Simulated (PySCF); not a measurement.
PySCF was given this input:
```python
from pyscf import gto, scf, dft

mol = gto.Mole()
mol.atom = '''
    C    -1.388738   -1.413229   -0.131221
    Si    0.046516   -0.325780    0.491918
    C     1.736257   -0.955591   -0.123641
    Cl   -0.231410    1.583884   -0.223030
    H    -2.349278   -1.038931    0.209452
    H    -1.287732   -2.437061    0.213961
    H    -1.406361   -1.426368   -1.220183
    H     1.762079   -0.962368   -1.212498
    H     2.547508   -0.321824    0.221330
    H     1.931426   -1.965633    0.221770
'''
mol.basis = 'def2-svp'
mol.charge = 0
mol.spin = 1
mol.verbose = 4
mol.build()

mf = dft.UKS(mol)
mf.xc = 'lda,vwn'
mf = mf.density_fit(auxbasis='def2-universal-jkfit')
mf.kernel()
```

Task: Estimate the <S^2> that PySCF with DF-SVWN5/def2-SVP returns for this input.

Result: 0.751

Task: Predict the HOMO energy from DF-SVWN5/def2-SVP.

Result: -4.45 eV

Task: Estimate the Mulliken (on the basis functions themselves) charges in atom order that DF-SVWN5/def2-SVP returns for this input.

Result: C1 -0.35, Si2 0.31, C3 -0.35, Cl4 -0.20, H5 0.10, H6 0.09, H7 0.10, H8 0.10, H9 0.10, H10 0.09

These values belong to the state on which the SCF converged, which isn't shown to be the lowest.
